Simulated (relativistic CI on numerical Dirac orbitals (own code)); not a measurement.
**Ti3+ (3d) in a crystal field**

Calculated by Dirac-Coulomb-Breit CI, KLI orbitals optimised for each configuration, a model potential for QED, one configuration in a parametric crystal field, unscaled Slater integrals (own radial code).

Field parameters in Wybourne normalisation: D3d B²₀ = −7Dσ, B⁴₀ = −14Dq − 21Dτ, B⁴₃ = −14√(10/7) Dq. The field is a parameter set, without covalency.

S is read from ⟨S²⟩ = S(S + 1).

Levels (cm⁻¹, degeneracy): 0 (2), 3012 (2), 3152 (2), 34676 (2), 34679 (2).

Problem. Which field gives this pattern?
A. D3d, 10Dq = 30300, Dσ = 1100, Dτ = 120 cm⁻¹
B. D3d, 10Dq = 26000, Dσ = 530, Dτ = 300 cm⁻¹
C. D3d, 10Dq = 6950, Dσ = 550, Dτ = -160 cm⁻¹
D. D3d, 10Dq = 31800, Dσ = 560, Dτ = 210 cm⁻¹

Solution. D. D3d, 10Dq = 31800, Dσ = 560, Dτ = 210 cm⁻¹, ground level with S = 0.50.
